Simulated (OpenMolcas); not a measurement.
**Ni²⁺: effect of the basis set**

```
Program             : OpenMolcas
Method              : CASSCF
Active space        : 8 electrons in 6 orbitals (3d 4s)
State averaging     : 2S+1 = 3 even, 55 roots; 2S+1 = 5 even, 10 roots kept (CI in the orbitals of an earlier block); 2S+1 = 1 even, 50 roots kept (CI in the orbitals of an earlier block)
Spin-orbit coupling : state interaction with AMFI integrals over the reference wave functions, term energies averaged over their components
```

A. ANO-RCC-VDZP [5s4p2d1f], DKH2, point nucleus; cost about 80 core-seconds
B. ANO-L-VTZP [6s5p3d2f1g], non-relativistic, point nucleus; cost of the order of 60 core-seconds
C. ANO-RCC-VTZP [6s5p3d2f1g], DKH2, point nucleus; cost about 90 core-seconds
D. ANO-R2 [6s5p4d2f1g], X2C, finite nucleus; cost roughly 80 core-seconds
E. ANO-RCC-VQZP [7s6p4d3f2g1h], DKH2, point nucleus; cost of the order of 60 core-seconds
F. ANO-R3 [7s5p5d3f2g1h], X2C, finite nucleus; cost of the order of 80 core-seconds

Energies in cm-1 above 3d8 3F4, the measured ground level; measured values from Corliss and Sugar, J. Phys. Chem. Ref. Data 10, 197 (1981).

```csv
Level,A,B,C,D,E,F,Measured
3d8 3F4,0.0,0.0,0.0,0.0,0.0,0.0,0.0
3d8 3F3,1520,1489,1442,1450,1457,1456,1361
3d8 3F2,2558,2509,2434,2447,2458,2456,2270
3d8 1D2,17863,18082,18198,18127,18136,18142,14032
3d8 3P2,21652,21867,21952,21884,21898,21905,16662
3d8 3P1,22061,22275,22357,22289,22304,22310,16978
3d8 3P0,22360,22570,22646,22579,22595,22601,17231
3d8 1G4,27719,28041,28202,28096,28111,28120,23109
3d7 4s 5F5,34764,34545,31248,29369,29127,27836,53704
3d7 4s 5F4,35709,35474,32146,30275,30035,28744,54658
3d7 4s 5F3,36458,36208,32857,30989,30753,29462,55406
3d7 4s 5F2,37010,36747,33382,31515,31282,29990,55952
3d7 4s 5F1,37371,37101,33726,31860,31629,30337,56308
3d7 4s 3F4(1),42926,43678,39561,38990,37897,36999,61339
3d7 4s 3F3(1),44204,44930,40773,40210,39122,38223,62606
3d7 4s 3F2(1),45092,45804,41620,41063,39978,39079,63472
3d7 4s 5P3,56097,56114,52915,50968,50735,49452,71067
3d7 4s 5P2,56456,56478,53271,51330,51094,49813,71384
3d7 4s 5P1,56930,56937,53714,51774,51542,50260,71842
3d7 4s 3G5,58048,58354,55011,53367,52920,51735,75124
3d7 4s 3G4,58571,58876,55511,53879,53428,52246,75647
3d7 4s 3G3,59162,59443,56064,54425,53984,52798,76237
3d7 4s 1G4,62491,63243,59506,58468,57631,56628,79250
3d7 4s 3P1(1) [50 %],64201,65064,61220,60301,59422,58456,
```

Deviations, from unrounded energies. A percentage is the sum of absolute deviations over the sum of measured energies, with the sign that they share, or ± where signs differ.

| Against measurement | Levels | A | B | C | D | E | F |
| --- | --- | --- | --- | --- | --- | --- | --- |
| mean absolute deviation (cm-1) | 22 | 13000 | 13000 | 15000 | 16000 | 17000 | 18000 |
| fine structure of the ground term (%) | 2 | +12.3 | +10.1 | +6.8 | +7.3 | +7.8 | +7.8 |
| other terms of the ground configuration (%) | 5 | +26.9 | +28.2 | +28.8 | +28.4 | +28.4 | +28.5 |
| other configurations (%) | 15 | -26.7 | -26.4 | -31.8 | -34.1 | -34.8 | -36.6 |

A, B lie about equally close to measurement and F furthest from it. The largest miss of B in the table is 3d7 4s 5F1, by -19000 cm-1. The ranking rests on the paired levels alone, and a cruder setting can come out closer through cancelling errors.

Among A to F the level of the table that moves most is 3d7 4s 5F1, by 7000 cm-1 (lowest in F, highest in A).

Without dynamic correlation excited terms often stand tens of per cent too high (terms of higher spin than the ground term too low), and those without a measured partner can miss by more than the paired ones. Some levels mix across a computed gap that differs much from the measured one, so their mixing is not that of the real levels. Terms from blocks run as CI alone lack orbitals of their own. A single d shell beside an s shell can misplace configurations of different d count against each other. Computed and measured levels are paired by configuration, term and J; levels that our copy of the source lacks, or whose pairing is in doubt (as where it misses far off the trend of its configuration), stay unpaired and out of the deviations. Only configurations of the active space appear. Levels that lie high or do not pair safely by name in every column are left out.

A share in square brackets marks a mixed level and gives the weight of the term that names it, the lowest over the columns. A number in round brackets counts repeated terms of one configuration in the order of the reference energies.
